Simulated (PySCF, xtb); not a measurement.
diglyme (C6H14O3), SMILES COCCOCCOC. Other conformers were not sampled.

Harmonic wavenumbers (cm⁻¹) from GFN2-xTB (xtb 6.7.1) at its own minimum, in rising order: 26, 39, 51, 87, 103, 107, 164, 193, 229, 280, 301, 354, 408, 474, 557, 804, 834, 959, 980, 1012, 1025, 1072, 1087, 1103, 1121, 1123, 1128, 1134, 1138, 1167, 1181, 1188, 1239, 1252, 1273, 1294, 1303, 1353, 1360, 1405, 1406, 1456, 1459, 1467, 1471, 1488, 1489, 1489, 1497, 2854, 2868, 2881, 2883, 2887, 2895, 2909, 2910, 2919, 2933, 2963, 2978, 3026, 3031.

What does PBE-D3(BJ)/def2-SVP in PySCF give at its own minimum? (Estimate from the structure and the level; the computed values follow.)

23, 34, 53, 96, 104, 118, 155, 176, 238, 278, 294, 354, 405, 472, 547, 776, 813, 953, 967, 1011, 1022, 1065, 1098, 1117, 1132, 1143, 1148, 1161, 1176, 1182, 1188, 1198, 1234, 1241, 1274, 1301, 1306, 1372, 1393, 1402, 1403, 1411, 1415, 1422, 1427, 1433, 1440, 1457, 1466, 2878, 2891, 2893, 2902, 2909, 2918, 2920, 2940, 2953, 2953, 3008, 3027, 3060, 3061. Paired by order, the mean absolute difference is 18 cm⁻¹ and the zero-point energies are 123.0 and 123.2 kcal/mol.
